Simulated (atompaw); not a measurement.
Ce (Z = 58): one change to a PAW (atompaw) potential, before and after

- Element: Ce (Z = 58)
- Generator: atompaw 4.2.0.5
- Type: PAW
- Functional: LDA (PW92)
- Relativity: scalar-relativistic
- Frozen core: [Kr] 4d10
- Valence charge: 12
- Reference configuration: 4f1 5s2 5p6 5d1 6s2 6p0
- Partial waves: 5s (bound): rc 2.50 bohr; 6s (bound): rc 3.00 bohr; 5p (bound): rc 2.00 bohr; 6p (bound, empty): rc 3.00 bohr; 5d (bound): rc 3.00 bohr; 5d channel at 1.7 Ry: rc 3.00 bohr; 4f (bound): rc 1.05 bohr; 4f channel at 0.1 Ry: rc 1.05 bohr
- Local potential: bessel scheme, radius 2.65 bohr
- Core correction: smooth core density matched at 2.85 bohr
- Augmentation charge: gaussian compensation charge, radius 2.20 bohr; PAW radius 3.00 bohr; waves and projectors: custom rrkj gramschmidtortho

Change: waves 5s (bound); 6s (bound); 5p (bound); 6p (bound); 5d (bound); 5d channel at 1.7 Ry; 4f (bound); 4f channel at 0.1 Ry; augmentation gaussian compensation charge, radius 2.20 bohr; PAW radius 3.00 bohr; waves and projectors: bloechl.

Cutoffs: the cutoffs (Ry, on a coarse ladder) from which the occupation-weighted sum of valence levels, in a spherical-Bessel basis at the reference potential, stays within 10 and 1 mRy of its value at 400 Ry; they do not see the model core or the augmentation charge, which bear on the density cutoff.

Task: What does the change do?

Result: The potential gets softer (110 Ry and 180 Ry → 21 Ry and 30 Ry); the range in which the s phases agree widens (upper end 2.2 → 4.0); the range in which the p phases agree widens (upper end 1.1 → at the end of the scan); neither file shows a bound ghost.

```csv
quantity,base,changed
"cutoff, loose",110 Ry,21 Ry
"cutoff, tight",180 Ry,30 Ry
loose cutoff by channel (10 mRy a level),"s 8 Ry, p 15 Ry, d 8 Ry, f 110 Ry","s 10 Ry, p 12 Ry, d 10 Ry, f 21 Ry"
bound ghosts,none,none
s: phases at 3.01 bohr within 0.05 rad from the reference energy up to (Ry; the scan ends near 5),2.2,4.0
p: phases at 3.01 bohr within 0.05 rad from the reference energy up to (Ry; the scan ends near 5),1.1,to the end of the scan
d: phases at 3.01 bohr within 0.05 rad from the reference energy up to (Ry; the scan ends near 5),2.7,to the end of the scan
f: phases at 3.01 bohr within 0.05 rad from the reference energy up to (Ry; the scan ends near 5),4.4,1.2
lowest overlap eigenvalue by channel,"s 0.12, p 0.01, d 0.26, f 1.00","s 0.40, p 0.58, d 0.81, f 1.00"
```

 The cutoffs see the waves, projectors and local potential, not the compensation charge or the core.
